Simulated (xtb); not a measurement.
Job for xtb: GFN1-xTB on HF (SMILES F).

```
$ xtb mol.xyz --gfn 1 --sp --chrg 0 --uhf 0
2

F      0.83298341    -0.55984759    -0.25489031
H      0.55077934    -0.32185962     0.60610121
```

The head of its log:

```
[...]
           -------------------------------------------------
          |                Calculation Setup                |
           -------------------------------------------------



           -------------------------------------------------
          |                 G F N 1 - x T B                 |
           -------------------------------------------------

        Reference                      10.1021/acs.jctc.7b00118
      * Hamiltonian:
        H0-scaling (s, p, d)           1.850000    2.250000    2.000000
        zeta-weighting                 0.000000
      * Dispersion:
        s8                             2.400000
        a1                             0.630000
        a2                             5.000000
        s9                             0.000000
      * Repulsion:
        kExp                           1.500000
        rExp                           1.000000
      * Coulomb:
        alpha                          2.000000
        third order                    atomic
        anisotropic                    false
      * Halogen bond correction:
        rad-scale                      1.300000
        damping                        0.440000


          ...................................................
          :                      SETUP                      :
          :.................................................:
          :  # basis functions                   6          :
          :  # atomic orbitals                   6          :
          :  # shells                            4          :
          :  # electrons                         8          :
          :  # halogen bonds                     0          :
          :  max. iterations                   250          :
          :  Hamiltonian                  GFN1-xTB          :
          :  restarted?                      false          :
          :  GBSA solvation                  false          :
          :  PC potential                    false          :
          :  electronic temp.          300.0000000     K    :
          :  accuracy                    1.0000000          :
          :  -> integral cutoff          0.2500000E+02      :
          :  -> integral neglect         0.1000000E-07      :
          :  -> SCF convergence          0.1000000E-05 Eh   :
          :  -> wf. convergence          0.2000000E-04 e    :
          :  Broyden damping             0.4000000          :
          :  net charge                          0          :
          :  unpaired electrons                  0          :
          ...................................................

 iter      E             dE          RMSdq      gap      omega  full diag
   1     -5.6750942 -0.567509E+01  0.391E+00   10.74       0.0  T
   2     -5.6765849 -0.149070E-02  0.212E+00   10.14       1.0  T
```

Problem. What total energy does the run end on?

Solution. -5.6598 hartree.
